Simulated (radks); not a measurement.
Task: Spherical quantum dot in the effective-mass picture: electrons in a well V = -V0 / (1 + exp((r - R)/a)) with V0 = 11.1, R = 2.32, a = 0.26, with a point charge +2 (a donor) at the centre, all in effective atomic units (hartree* = m*/eps^2 hartree, bohr* = eps/m* bohr), one dielectric constant everywhere. Calculated with a radial shooting solver with Libxc functionals: non-relativistic Kohn-Sham, LDA (Slater exchange, Perdew-Wang correlation), spin-polarised, spherical densities. Levels are named by radial order and angular momentum (1s, 1p, 1d, 2s, ...), and open shells are averaged over m. Each electron was tried in the lowest free levels, single moves between levels near the top were tried too, and the lowest total energy was kept; such a search can miss a lower state. The series stops at N = 13: beyond it a trial failed or the search could not be trusted, so later rows were left out. Give the order in which the levels fill up to N = 13, the shell closures and the spin along the way.

Result: Shells are first occupied in the order 1s, 1p, 2s, 1d. Open shells at each N (closed shells left out): 1: 1s(up 1, down 0); 2: none; 3: 1p(up 1, down 0); 4: 1p(up 2, down 0); 5: 1p(up 3, down 0); 6: 1p(up 3, down 1); 7: 1p(up 3, down 2); 8: none; 9: 2s(up 1, down 0); 10: none; 11: 1d(up 1, down 0); 12: 1d(up 2, down 0); 13: 1d(up 3, down 0). All shells are closed at N = 2, 8, 10 (there: 1s2 1p6 2s2). Largest 2S: 3, at N = 5, 13.
